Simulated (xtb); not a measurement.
BiF3, quintet, geometry from GFN2-xTB of the parent state (such geometries of metal compounds can be far from the true shape) (a higher spin typed on purpose: for a closed-shell molecule this is an excited state); xtb with GFN0-xTB.

Input for xtb:
```
$ xtb mol.xyz --gfn 0 --chrg 0 --uhf 4 --json

# file mol.xyz
4

Bi     0.00283361    -0.00403046     0.27310711
F     -1.35263607    -1.00980650    -0.84069305
F     -0.22186672     1.68716206    -0.81262393
F      1.54837061    -0.64018572    -0.86533751
```

Q: What does xtb print? Leave out banner, timings and long lists.

A: 
```
   ID    Z sym.   atoms
    1   83 Bi     1
    2    9 F      2-4

           -------------------------------------------------
          |                Calculation Setup                |
           -------------------------------------------------

           -------------------------------------------------
          |                 G F N 0 - x T B                 |
           -------------------------------------------------

          ...................................................
          :                      SETUP                      :
          :.................................................:
          :  # basis functions                  16          :
          :  # atomic orbitals                  16          :
          :  # shells                            8          :
          :  # electrons                        26          :
          :  electronic temp.          300.0000000     K    :
          :  accuracy                    1.0000000          :
          :  -> integral cutoff          0.2500000E+02      :
          :  -> integral neglect         0.1000000E-07      :
          ...................................................

         :::::::::::::::::::::::::::::::::::::::::::::::::::::
         ::                     SUMMARY                     ::
         :::::::::::::::::::::::::::::::::::::::::::::::::::::
         :: total energy             -13.592516569899 Eh    ::
         :: gradient norm              0.454012438379 Eh/a0 ::
         :: HOMO-LUMO gap              0.260672085435 eV    ::
         ::.................................................::
         :: H0 energy                -13.543199573096 Eh    ::
         :: repulsion energy           0.003818265609 Eh    ::
         :: electrostat energy        -0.052438345808 Eh    ::
         :: -> Gsolv                   0.000000000000 Eh    ::
         ::    -> Gsasa                0.000000000000 Eh    ::
         ::    -> Gshift               0.000000000000 Eh    ::
         :: dispersion energy         -0.000696916604 Eh    ::
         :: short-range corr.          0.000000000000 Eh    ::
         :: add. restraining           0.000000000000 Eh    ::
         :: total charge              -0.000000000000 e     ::
         :::::::::::::::::::::::::::::::::::::::::::::::::::::

           -------------------------------------------------
          |                Property Printout                |
[...]
         8        1.8416           -0.4424186             -12.0388
         9        1.8416           -0.4424186             -12.0388
        10        1.7897           -0.4420887             -12.0298
        11        1.7639           -0.4419472             -12.0260
        12        1.7639           -0.4419472             -12.0260
        13        1.0000           -0.4274464             -11.6314
        14        0.9955           -0.1136808              -3.0934
        15        0.9955           -0.1136808              -3.0934 (HOMO)
        16        0.0091           -0.1041013              -2.8327 (LUMO)
      -------------------------------------------------------------
                  HL-Gap            0.0095795 Eh            0.2607 eV
             Fermi-level            0.0000000 Eh            0.0000 eV

     #   Z          covCN         q      C6AA      α(0)
     1  83 Bi       2.149     0.473   533.000    44.728
     2   9 F        0.716    -0.158    10.864     3.798
     3   9 F        0.716    -0.158    10.864     3.798
     4   9 F        0.716    -0.158    10.864     3.798

 Mol. C6AA /au·bohr⁶  :       1044.865873
 Mol. C8AA /au·bohr⁸  :      95329.299137
 Mol. α(0) /au        :         56.120919

Wiberg/Mayer (AO) data.
largest (>0.10) Wiberg bond orders for each atom

 ---------------------------------------------------------------------------
     #   Z sym  total        # sym  WBO       # sym  WBO       # sym  WBO
 ---------------------------------------------------------------------------
     1  83 Bi   1.112 --     3 F    0.371     4 F    0.371     2 F    0.371
     2   9 F    0.754 --     1 Bi   0.371     3 F    0.192     4 F    0.192
     3   9 F    0.754 --     1 Bi   0.371     4 F    0.192     2 F    0.192
     4   9 F    0.754 --     1 Bi   0.371     3 F    0.192     2 F    0.192
 ---------------------------------------------------------------------------

Topologies differ in total number of bonds
Writing topology from bond orders to xtbtopo.mol

 dipole moment from electron density (au)
     X       Y       Z
   0.0045  -0.0064   0.4349  total (Debye):    1.106

           -------------------------------------------------
          | TOTAL ENERGY              -13.592516569899 Eh   |
          | GRADIENT NORM               0.454012438379 Eh/α |
          | HOMO-LUMO GAP               0.260672085435 eV   |
           -------------------------------------------------

normal termination of xtb
```
